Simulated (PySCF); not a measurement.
# Checking a proposed structure

A compound C₈H₉FO gives the data below (simulated from a calculation) and was assigned the structure `CC1(c2c(F)c2=O)CCC1`.

¹³C{¹H} NMR (computed): δ 156.1 (CH), 112.8 (C), 90.6 (C), 88.4 (CH), 75.1 (CH), 56.8 (CH3), 37.5 (CH2), 25.0 (CH).

¹H NMR (400 MHz, computed): δ 6.40 (m, 1H), 5.68 (m, 1H), 3.83 (s, 3H), 3.61 (m, 1H), 2.51 (m, 1H), 2.32 (m, 1H), 2.04 (d, 1H).

PySCF 2.14.0 with density-fitted response routines calculation with coordinates at the PBE0-D3(BJ)/def2-SVP level and PBE0/pcSseg-1 with gauge-including orbitals; non-relativistic, no solvent, averaged over atoms made equivalent by symmetry, fast rotation or ring inversion, a single conformation.

δ = σ(ref) − σ, references computed at the same level: TMS for ¹H (σref 31.27), ¹³C (σref 184.41).

**Question.** Compare with the shifts computed for the proposed structure, pairing carbons in order of shift.

**Answer.** Numbering as in the mapped SMILES `[CH3:1][C:2]1([c:3]2[c:4]([F:5])[c:6]2=[O:7])[CH2:8][CH2:9][CH2:10]1`. Each H is labelled by its parent atom.

```json
{"atom": "C3", "computed for proposal": "155.7", "given list": "156.1", "difference": "-0.4"}
{"atom": "C4", "computed for proposal": "154.4", "given list": "112.8", "difference": "+41.6"}
{"atom": "C6", "computed for proposal": "144.4", "given list": "90.6", "difference": "+53.8"}
{"atom": "C2", "computed for proposal": "34.9", "given list": "88.4", "difference": "-53.5"}
{"atom": "C8", "computed for proposal": "32.8", "given list": "75.1", "difference": "-42.3"}
{"atom": "C10", "computed for proposal": "32.8", "given list": "56.8", "difference": "-24.0"}
{"atom": "C1", "computed for proposal": "24.4", "given list": "37.5", "difference": "-13.1"}
{"atom": "C9", "computed for proposal": "17.6", "given list": "25.0", "difference": "-7.4"}
```

The rms difference is 35.5 ppm and the largest +53.8 ppm at C6 (ring carbonyl carbon). The proposal also would give 7 carbon signals, not 8. The carbon types in order of shift don't match either: C, C, C, C, CH2, CH2, CH3, CH2 for the proposal against CH, C, C, CH, CH, CH3, CH2, CH in the data. The proposal doesn't fit.

**Question.** Which isomer fits?

**Answer.** `C#C[C@@H]1C[C@@H](F)/C1=C\OC`.

- Carbon types of the structure: 2 × C, 4 × CH, 1 × CH2, 1 × CH3, which accounts for all hydrogens.
- δC 156.1: alkene carbon bearing oxygen; an sp2 carbon further deshielded by the attached heteroatom.
- δC 90.6: alkyne carbon; sp carbons lie upfield of alkene carbons because the cylindrical π system leaves one tensor component strongly shielded.
- δC 88.4: allylic sp3 CH bonded to F; the inductive effect lowers its shielding.
- δC 75.1: terminal alkyne carbon; sp carbons lie upfield of alkene carbons because the cylindrical π system leaves one tensor component strongly shielded.

Other isomers checked: CCOc1ccccc1F (rms 36.1 ppm).

The shifts were computed for this structure.

Splittings by ¹⁹F in the carbon and heteronuclear signals aren't shown, as no couplings were computed. Shifts are as computed. Against solution values, carbons near 30 ppm lie about +2 ppm off and those near 130 ppm about +5 ppm. Of 1211 compounds with measured shifts, 218 miss one by over three times the rms of a fit or turn the order of signals round; such compounds aren't used in these exercises. No couplings were computed; multiplicities are counted from neighbouring protons, with m where these are inequivalent, close in shift, in a saturated or five-membered ring or joined by F or P, and br s for small geminal =CH2 splittings.
